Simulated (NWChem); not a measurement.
Molecule: C2BrClF2; SMILES F/C(Cl)=C(\F)Br

```xyz
6

F      1.0800    -2.2728     0.0000
C      0.2590    -1.2417     0.0000
Cl    -1.3933    -1.6455     0.0000
C      0.7478     0.0064     0.0000
F      2.0525     0.1997     0.0000
Br    -0.2810     1.5529     0.0000
```
Atoms are numbered in this order, from 1.

Results from NWChem. Pople sets run with spherical d functions. All runs use the structure optimised with PBE0/def2-SVP. B3LYP is NWChem's, with the RPA form of VWN correlation. GIAO values for the isolated, static molecule; σ is the absolute isotropic shielding, δ = σ(reference) − σ with the isolated reference molecule computed at the same levels (13C: tetramethylsilane, 19F: trichlorofluoromethane). Spin-orbit effects, on the heavy nuclei and on their neighbours, are missing.

For level B3LYP/6-31G*:

```
Item          Value
-----------  ------
δ F1 (ppm)    -90.7
δ C2 (ppm)    139.8
σ Cl3 (ppm)   736.6
δ F5 (ppm)    -92.6
σ Br6 (ppm)  2130.4
```

Question: How do the values read with level KT2/pcSseg-1 instead?

Answer: 
| Property | Result |
|---|---|
| δ F1 (ppm) | -117.3 |
| δ C2 (ppm) | 143.3 |
| σ Cl3 (ppm) | 710.7 |
| δ F5 (ppm) | -124.3 |
| σ Br6 (ppm) | 2011.3 |
